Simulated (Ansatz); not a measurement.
Cartesian coordinates in Å:
```
O -2.358 1.026 0.831
B -1.398 0.175 1.261
Ga -0.274 -0.893 -0.155
Ge 1.804 -0.024 -1.135
H -2.813 1.490 1.540
H -1.200 0.078 2.450
H -0.655 -2.344 -0.646
H 2.210 1.372 -0.620
H 1.688 0.085 -2.670
H 2.997 -0.965 -0.855
```

Charge 0, multiplicity 1.

Task: List the B3LYP/def2-TZVPP orbital energies in eV (Ansatz). (An estimate is asked.)

Result: The calculation gave: Occupied: -10849.63, -10137.57, -1354.04, -1249.38, -1204.94, -1204.94, -1204.93, -1106.63, -1106.53, -1106.51, -521.61, -184.49, -168.54, -149.35, -118.79, -118.79, -118.78, -102.82, -102.53, -102.48, -32.36, -32.36, -32.31, -32.28, -32.28, -28.61, -22.59, -22.49, -22.44, -22.30, -22.26, -15.95, -14.82, -12.87, -11.72, -10.62, -10.08, -9.04, -9.03, -7.50, -6.68. Lowest empty: -2.14, -1.20, 0.36, 0.57, 1.03, 1.19, 1.61, 2.26.

B3LYP here is the variant with VWN-RPA as its local correlation; programs differ in this.
